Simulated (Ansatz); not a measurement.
`[CH3][Mo](=[O])(=[O])[F]` + HCl → `[CH3][Mo](=[O])(=[O])[Cl]` + H–F  (ligand exchange at a Mo–F bond)

Computed with Ansatz on PBE0-D4/def2-TZVP structures; ΔE is electronic, products minus reactants. CCSD(T)/CBS is the MP2 limit (def2-TZVPP, def2-QZVPP) plus CCSD(T) − MP2 in def2-TZVPP, frozen cores. This one scheme is used for every species. Functionals use def2-TZVPP. B3LYP here is the variant with VWN-RPA as its local correlation; programs differ in this. HSE06 is defined as in plane-wave codes. Elements past krypton have def2 core potentials. For Mo outer-core shells are correlated without core-valence functions, which leaves a few kJ/mol of doubt a bond.

Problem. Is it downhill or uphill in electronic energy at CCSD(T)/CBS, and by how much? (Best estimate.)

Solution. The calculation gave: Downhill: ΔE = -3.5 kcal/mol.

Problem. What do these levels give: revPBE-D4, r2SCAN-D4, B97M-V, PBE0-D4, BHLYP-D4, ωB97X-V, PBE, B3LYP, r2SCAN0, HSE06, CCSD(T)/def2-SVP, MP2/def2-TZVPP? (Best estimate.)

Solution. Computed: revPBE-D4 -0.8, r2SCAN-D4 0.0, B97M-V 0.6, PBE0-D4 -1.8, BHLYP-D4 -1.3, ωB97X-V 1.3, PBE 0.4, B3LYP 1.0, r2SCAN0 -1.1, HSE06 -1.1, CCSD(T)/def2-SVP 0.6, MP2/def2-TZVPP -7.1 kcal/mol.

Largest T1 diagnostic among the species: 0.025, so the coupled-cluster value is less sure than usual.

Leaving LDA and LC-ωPBE aside and taking each functional with its dispersion term where it has one, the values, not all of them listed here, spread over 5.1 kcal/mol, from PBE-QIDH to CAM-B3LYP-D4. LDA lies −0.8 kcal/mol from PBE without D4. At CCSD(T), def2-SVP lies +4.1 kcal/mol from the extrapolated value and def2-TZVPP +1.1 kcal/mol.
